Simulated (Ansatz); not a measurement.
Consider the cleavage of the Si–Si bond: `B[SiH2][SiH3]` + `N[SiH2]F` → `B[SiH2]N[SiH2]F` + SiH₄.

Program: Ansatz. Geometries: PBE0-D4/def2-TZVP. ΔE: electronic, gas phase. CCSD(T)/CBS is the MP2 limit (def2-TZVPP, def2-QZVPP) plus CCSD(T) − MP2 in def2-TZVPP, frozen cores. This one scheme is used for every species. DFT in def2-TZVPP. One conformer a species, not always the lowest.

Task: Is it downhill or uphill in electronic energy at CCSD(T)/CBS, and by how much? (Best estimate.)

Result: The calculation gave: Downhill: ΔE = -35.0 kJ/mol.

Task: What do these levels give: r2SCAN0-D4, ωB97M-V, BLYP, r2SCANh, r2SCAN0, CCSD/def2-SVP? (Estimate.)

Result: Computed: r2SCAN0-D4 -31.7, ωB97M-V -42.2, BLYP -18.6, r2SCANh -29.2, r2SCAN0 -30.2, CCSD/def2-SVP -44.6 kJ/mol.

Largest T1 diagnostic among the species: 0.014.

The D4 term adds −8.3 kJ/mol with B3LYP and −4.3 kJ/mol with PBE0; it sums over pairs of atoms, weighted by their polarisabilities, and B3LYP, whose exchange is more repulsive, gets the larger term. From PBE to PBE0 (25 % exact exchange), in def2-TZVPP and without D4, ΔE moves by −5.8 kJ/mol.

B3LYP here is the variant with VWN-RPA as its local correlation; programs differ in this.
